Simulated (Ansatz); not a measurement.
A CCSD(T) single point on `CSB(C)N`.

```yaml
crystal:
  periodic: [false, false, false]
  atoms:
    - {symbol: C, position_ang: [-1.466726, -0.010924, 1.552313]}
    - {symbol: S, position_ang: [-0.818488, 1.315157, 0.512216]}
    - {symbol: B, position_ang: [0.402120, 0.474752, -0.548918]}
    - {symbol: C, position_ang: [0.692744, -1.066877, -0.443808]}
    - {symbol: N, position_ang: [1.078086, 1.277612, -1.475713]}
    - {symbol: H, position_ang: [-1.950059, -0.783213, 0.954980]}
    - {symbol: H, position_ang: [-2.209413, 0.438385, 2.210827]}
    - {symbol: H, position_ang: [-0.681592, -0.456113, 2.162435]}
    - {symbol: H, position_ang: [1.035515, -1.341131, 0.558490]}
    - {symbol: H, position_ang: [1.454803, -1.395618, -1.155383]}
    - {symbol: H, position_ang: [-0.210212, -1.656231, -0.630200]}
    - {symbol: H, position_ang: [1.767948, 0.903436, -2.102820]}
    - {symbol: H, position_ang: [0.925974, 2.265866, -1.579721]}
basis:
  gaussian: {orbitals: def2-TZVPP}
correlation: {method: ccsd_t}
```

```sh
$ ansatz run in.yaml --threads 4 --pin off --events-out ev --progress --plain --max-ram 10444MiB
```

The program prints (abridged):

```
Functional definition: HF
1611 factors; integrals over basis functions are off by at most 1.1e-3 eV
mean field evaluation 1: about -15158.1236 eV, gradient 4.2e1 eV
mean field evaluation 2: about -15158.3397 eV, gradient 4.2e1 eV
mean field evaluation 4: about -15162.6358 eV, gradient 4.1e0 eV
mean field evaluation 8: about -15162.7016 eV, gradient 2.6e-1 eV
mean field -15162.70202586 eV, -557.2190218017 hartree, gradient 2.3e-6 eV, S^2 0.000000; 0 other end points of the search recorded, 0 dependent functions left out
9 core orbitals not correlated: weight in the atoms' cores, before any rotation towards them, 1.000 or more for the frozen orbitals, at most 0.000 for the correlated occupied ones
reference -15162.70202586 eV, -557.2190218017 hartree; 15, 15 occupied and 254, 254 virtual orbitals, 1611 factors
second order -23.06001479 eV of doubles, -0.00000000 eV of singles
cycle   1  -23.86760566 eV  change   -8.1e-1 eV  update   9.6e-2
cycle   2  -24.41312888 eV  change   -5.5e-1 eV  update   2.7e-2
cycle   3  -24.51039270 eV  change   -9.7e-2 eV  update   1.3e-2
cycle   4  -24.50287116 eV  change    7.5e-3 eV  update   3.5e-3
cycle   5  -24.50265834 eV  change    2.1e-4 eV  update   1.6e-3
cycle   6  -24.50260188 eV  change    5.6e-5 eV  update   4.5e-4
cycle   7  -24.50243033 eV  change    1.7e-4 eV  update   1.4e-4
cycle   8  -24.50244040 eV  change   -1.0e-5 eV  update   4.5e-5
cycle   9  -24.50244568 eV  change   -5.3e-6 eV  update   1.3e-5
perturbative correction -1.02500510 eV, -0.0376682426 hartree
Total energy: -15188.22947663 eV, -558.1571383145 hartree
```

It took 2.8 min on 4 threads of an Arm Neoverse V2 on a shared host, with 7.9 GiB of host memory at the peak.

MP2 recovers 90.3 % of the CCSD(T) correlation energy and the triples give 4.0 %; T1 = 0.0111.
